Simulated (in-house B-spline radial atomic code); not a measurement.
Radial electron density of La³⁺, [Ar] 3d10 4s2 4p5 4d10 5s2 5p6 6p1. Level of theory: scalar-relativistic (X2C) BHandHLYP, spin-polarised, spherical fractional occupations, exact exchange averaged over the configuration, Fermi nucleus of rms radius 4.855 fm; calculated with an all-electron radial atomic-structure program (B-spline basis).

One-electron X2C: radii and densities carry no picture-change correction, so inner-shell <1/r> comes out high (for 1s by about 2 % at Z = 33, 5 % at 54, 10 % at 75, 30 % at 118) and <r> low.

Columns: r (bohr), 4πr²n(r) (electrons per bohr), bar.

```
0.000688    2.185 #
0.000861    3.092 #
 0.00108    4.372 ##
 0.00135    6.115 ###
 0.00169    8.515 ####
 0.00211    11.71 #####
 0.00264    15.98 #######
 0.00331    21.56 ##########
 0.00414    28.49 #############
 0.00518    36.85 #################
 0.00649    46.42 #####################
 0.00812    56.41 #########################
  0.0102    65.85 ##############################
  0.0127    72.66 #################################
  0.0159    75.77 ##################################
  0.0199    74.26 #################################
  0.0249    69.46 ###############################
  0.0312    65.24 #############################
  0.0391    66.84 ##############################
  0.0489    76.73 ##################################
  0.0612    90.64 #########################################
  0.0766    97.98 ############################################
  0.0959    91.15 #########################################
    0.12    76.69 ##################################
    0.15     71.4 ################################
   0.188    79.91 ####################################
   0.235    82.78 #####################################
   0.294    63.59 #############################
   0.369    37.26 #################
   0.461    29.23 #############
   0.577    33.29 ###############
   0.723    29.16 #############
   0.904    17.65 ########
    1.13    10.57 #####
    1.42    8.379 ####
    1.77    5.884 ###
    2.22    2.683 #
    2.78   0.9342 
    3.48   0.4915 
    4.35   0.3078 
    5.45   0.1119 
    6.82  0.01914 
    8.53 0.001338 
    10.7 2.979e-05 
    13.4 1.844e-07
```

On this grid the curve has 4 maxima, near 0.0159, 0.0766, 0.235, 0.577 bohr.

The 4p up radial function P(r) = rR(r), positive near the nucleus:

```csv
r (bohr),P
0.000861,0.001703
0.00135,0.003487
0.00211,0.007237
0.00331,0.01527
0.00518,0.03207
0.00812,0.06651
0.0127,0.1326
0.0199,0.2477
0.0312,0.4098
0.0489,0.5403
0.0766,0.4249
0.12,-0.1381
0.188,-0.7678
0.294,-0.3853
0.461,0.9679
0.723,1.335
1.13,0.5258
1.77,0.0603
2.78,0.001474
```
